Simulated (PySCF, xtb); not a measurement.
B(CCH)3 (C6H3B), SMILES B(C#C)(C#C)C#C.

GFN2-xTB in xtb at its own geometry gives an orbital gap of 3.30 eV and a dipole moment of 0.00 D.

Geometry: PBE0-D3(BJ)/def2-SVP.

Q: What does PBE/def2-TZVP (PySCF) give? (Estimate from the structure and the level; the computed values follow.)

A: gap 3.15 eV (levels -6.82 and -3.67 eV), dipole 0.00 D.
